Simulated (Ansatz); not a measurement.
C2H2Cl, doublet (typed; the unrestricted solution is spin-contaminated), geometry from GFN2-xTB; MP2/cc-pVDZ run with Ansatz (a quantum-chemistry and plane-wave program).

Here is a job for Ansatz.
Ansatz 0.2 input:
```yaml
crystal:
  periodic: [false, false, false]
  atoms:
    - {symbol: C, position_ang: [0.10210539, 0.67520826, 0.00485216]}
    - {symbol: C, position_ang: [1.34731481, 1.04507097, 0.01187153]}
    - {symbol: Cl, position_ang: [-0.73486159, -0.75123729, -0.00767688]}
    - {symbol: H, position_ang: [2.19266263, 0.35806744, 0.01041576]}
    - {symbol: H, position_ang: [1.60346329, 2.09129104, 0.01974902]}
basis:
  gaussian:
    orbitals: cc-pVDZ
magnetization: {spin_polarized: true, initial_magnetization: 1}
correlation: {method: mp2}
```

Problem. What does Ansatz print? Leave out banner, timings and long lists.

Solution. 
```
Functional definition: HF
546 factors; integrals over basis functions are off by at most 1.2e-3 eV
mean field evaluation 1: about -14591.9121 eV, gradient 1.6e1 eV
mean field evaluation 2: about -14591.9153 eV, gradient 1.6e1 eV
mean field evaluation 4: about -14593.7689 eV, gradient 2.7e0 eV
mean field evaluation 8: about -14593.9397 eV, gradient 5.7e-1 eV
mean field evaluation 16: about -14593.9928 eV, gradient 1.5e-6 eV
mean field -14593.99276153 eV, -536.3193418227 hartree, gradient 1.5e-6 eV, S^2 0.935276; 0 other end points of the search recorded, 0 dependent functions left out
7 core orbitals not correlated
reference -14593.99276153 eV, -536.3193418227 hartree; 9, 8 occupied and 40, 41 virtual orbitals, 546 factors
second order -9.84493029 eV of doubles, -0.00000000 eV of singles
Total energy: -14603.83769182 eV, -536.6811363377 hartree
```
